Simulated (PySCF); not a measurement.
From one molecule to another.

First species: C4H5BCl2.
Structure used (PBE0-D3(BJ)/def2-SVP), in Å, numbered top down from 1:
```
atom  x, y, z in Å
C1    -1.497    0.149   -0.489
C2    -0.175    0.251   -0.282
C3     0.564   -0.769    0.434
C4     1.892   -0.820    0.717
B5     3.032    0.156    0.382
Cl6    4.658   -0.261    0.909
Cl7    2.860    1.673   -0.497
H8    -2.052    0.919   -1.030
H9    -2.066   -0.712   -0.122
H10    0.371    1.119   -0.658
H11   -0.055   -1.606    0.785
H12    2.215   -1.707    1.274
```

Second species: AlMe2I, C₂H₆AlI.
Bonds: Al1–C2, Al1–C6, Al1–I10. Hydrogens: H3, H4, H5 on C2; H7, H8, H9 on C6.

Levels: CAM-B3LYP/def2-SVPD for dipole moment, HOMO energy, LUMO energy, HOMO–LUMO gap and static isotropic polarisability; TDDFT CAM-B3LYP/def2-SVPD for lowest singlet excitation; TDA CAM-B3LYP/def2-SVPD for lowest triplet excitation (Tamm–Dancoff); ΔSCF CAM-B3LYP/def2-SVPD for vertical ionisation energy; PBE0-D3(BJ)/def2-SVP for rotational constant A and rotational constant C. Geometries: PBE0-D3(BJ)/def2-SVP. All species are isolated and taken at one optimised geometry (atoms past krypton carry core potentials, spin–orbit coupling is left out); the electronic structure was computed with PySCF and density fitting.

The conformers computed, where there is a choice (atom-mapped SMILES and torsion angles):
- `[CH2:1]=[CH:2]/[CH:3]=[CH:4]\[B:5]([Cl:6])[Cl:7]`: C1–C2–C3–C4 180°, C3–C4–B5–Cl6 -179°

(1) Which of the two has the higher rotational constant C, and by how much?

(2) Which of the two has the higher dipole moment, and by how much?

(3) Which has the higher T1 energy?

(4) Which of the two has the higher S1 energy, and by how much?

(5) Which of the two has the higher LUMO energy, and by how much?

(6) Which of the two has the higher HOMO energy, and by how much?

(7) Which of the two has the higher HOMO–LUMO gap, and by how much?

(8) Which has the higher rotational constant A?

## Answers

(1) The second: 1.085 GHz against 0.711 GHz, a difference of 0.374 GHz.

(2) The first: 2.81 D against 2.23 D, a difference of 0.58 D.

(3) The second: 5.05 eV against 2.66 eV, a difference of 2.39 eV.

(4) The second: 5.19 eV against 4.69 eV, a difference of 0.50 eV.

(5) The second: -0.05 eV against -1.51 eV, a difference of 1.46 eV.

(6) The second: -8.55 eV against -8.62 eV, a difference of 0.07 eV.

(7) The second: 8.50 eV against 7.11 eV, a difference of 1.39 eV.

(8) The second: 4.973 GHz against 3.363 GHz, a difference of 1.610 GHz.

On the first: The principal polarisabilities are 58.8, 86.5 and 157.2 au; their mean is the isotropic value. The polarisability is 14.94 Å³ as a volume (1 au = 0.148185 Å³), or 1.48 au for each of the 68 electrons.

On the second: The 15 singlets span 5.19 to 7.90 eV, and their oscillator strengths add up to 0.74. No computed singlet falls in the visible range (750 to 380 nm, 1.65 to 3.26 eV); S1 lies 1.93 eV above its blue end. Atoms past krypton carry effective core potentials; spin–orbit coupling is left out.
